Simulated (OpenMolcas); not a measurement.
## 4f ions of charge +2 along the row

```yaml
Program: OpenMolcas
Method: SS-CASPT2, IPEA 0.25 Eh, imaginary shift 0.1 Eh
Basis: ANO-RCC-VQZP
Scalar_Hamiltonian: DKH2, point nucleus
Spin-orbit_coupling: state interaction with AMFI integrals over the reference wave functions, term energies averaged over their components
```

Active space: the 4f shell; CASPT2 also correlates the outermost closed s and p core shells.

ζ = ±2S·A comes from the whole width of the ground multiplet by E(J) = (A/2) J(J+1), where its levels are at least 85 % pure. Energies in cm-1.

```json
{"Ion": "Ce2+", "Configuration": "4f²", "Lowest level": "³H₄", "Weight (%)": "97", "g": "0.806", "g, pure LS": "0.800", "Next level": "³H₅", "E": "1691", "E measured": "1528", "ζ": "629", "ζ measured": "569"}
{"Ion": "Pr2+", "Configuration": "4f³", "Lowest level": "⁴I°_9/2", "Weight (%)": "97", "g": "0.733", "g, pure LS": "0.727", "Next level": "⁴I°_11/2", "E": "1531", "E measured": "1398", "ζ": "749", "ζ measured": "685"}
{"Ion": "Nd2+", "Configuration": "4f⁴", "Lowest level": "⁵I₄", "Weight (%)": "97", "g": "0.604", "g, pure LS": "0.599", "Next level": "⁵I₅", "E": "1235", "E measured": "1138", "ζ": "851", "ζ measured": "784"}
{"Ion": "Pm2+", "Configuration": "4f⁵", "Lowest level": "⁶H°_5/2", "Weight (%)": "96", "g": "0.297", "g, pure LS": "0.284", "Next level": "⁶H°_7/2", "E": "894", "E measured": "", "ζ": "1008", "ζ measured": ""}
{"Ion": "Sm2+", "Configuration": "4f⁶", "Lowest level": "⁷F₀", "Weight (%)": "92", "g": "", "g, pure LS": "", "Next level": "⁷F₁", "E": "356", "E measured": "293", "ζ": "1282", "ζ measured": "1151"}
{"Ion": "Tb2+", "Configuration": "4f⁹", "Lowest level": "⁶H°_15/2", "Weight (%)": "95", "g": "1.327", "g, pure LS": "1.334", "Next level": "⁶H°_13/2", "E": "2960", "E measured": "2805", "ζ": "1612", "ζ measured": "1507"}
{"Ion": "Dy2+", "Configuration": "4f¹⁰", "Lowest level": "⁵I₈", "Weight (%)": "94", "g": "1.243", "g, pure LS": "1.251", "Next level": "⁵I₇", "E": "4320", "E measured": "", "ζ": "1755", "ζ measured": ""}
{"Ion": "Ho2+", "Configuration": "4f¹¹", "Lowest level": "⁴I°_15/2", "Weight (%)": "98", "g": "1.197", "g, pure LS": "1.200", "Next level": "⁴I°_13/2", "E": "5580", "E measured": "5439", "ζ": "", "ζ measured": ""}
{"Ion": "Er2+", "Configuration": "4f¹²", "Lowest level": "³H₆", "Weight (%)": "99", "g": "1.166", "g, pure LS": "1.167", "Next level": "³F₄ [64 %]", "E": "4960", "E measured": "5082", "ζ": "", "ζ measured": ""}
```

Measured columns use the levels in Martin, Zalubas and Hagan, Atomic Energy Levels: The Rare-Earth Elements, NSRDS-NBS 60 (1978) (Ce2+, Sm2+, Tb2+); Martin, Zalubas and Hagan, Atomic Energy Levels: The Rare-Earth Elements, NSRDS-NBS 60 (1978); the list in Maison, Palmeri and Quinet, J. Phys. B 58, 015001 (2025) (Pr2+); Ding et al., The Spectrum and Energy Levels of the Low-lying Configurations of Nd III (preprint, 2023) (Nd2+); Martin, Zalubas and Hagan, Atomic Energy Levels: The Rare-Earth Elements, NSRDS-NBS 60 (1978); whole-number values converted from NIST levels in rydberg listed in Nahar, Atoms 12, 24 (2024) (Ho2+); Martin, Zalubas and Hagan, Atomic Energy Levels: The Rare-Earth Elements, NSRDS-NBS 60 (1978); the list in Deprince et al., Eur. Phys. J. D 78, 105 (2024) (Er2+).

The computed ζ goes from 629 (Ce2+) to 1755 cm-1 (Dy2+), a factor of 2.79, rising at every step. It departs from the measured column by +7 to +11 %.

CASPT2 breaks the degeneracy within a term, and the mean is taken; among the low terms the widest spread is 2000 cm-1 (4f² ¹I, Ce2+). Over all roots computed the reference weight is 0.86 to 0.92 in Ce2+; the roots of lowest weight are the least certain, and an intruder state may touch them. The CASPT2 spread within a term exceeds the gap to the next term for 4f² ³F and 4f² ¹G, so the order of their levels is uncertain, and so are names and mixing where such terms share a J (figures for Ce2+; the like holds for Pr2+, Nd2+, Pm2+, Dy2+, Ho2+, Er2+). Some terms miss by over 15 % even with CASPT2, which points to a basis or an active space too small for the shells correlated (holds for Ce2+; Pr2+; Nd2+). High states are left out of the spin-orbit mixing, which shifts the levels that they would mix with (holds for Pr2+; Nd2+; Pm2+; Sm2+; Tb2+; Dy2+; Ho2+). Some levels mix across a computed gap that differs much from the measured one, so their mixing is not that of the real levels (holds for Pr2+; Nd2+). Terms from blocks run as CI alone lack orbitals of their own (holds for Sm2+). Some high roots are left out of the spin-orbit mixing, which shifts the levels that they would mix with (holds for Er2+). Computed and measured levels are paired by configuration, term and J; levels that our copy of the source lacks, or whose pairing is in doubt (as where it misses far off the trend of its configuration), stay unpaired and out of the deviations. Only configurations of the active space appear.

A share in square brackets marks a mixed level and gives the weight of the term that names it, the lowest over the columns. ° marks odd parity.
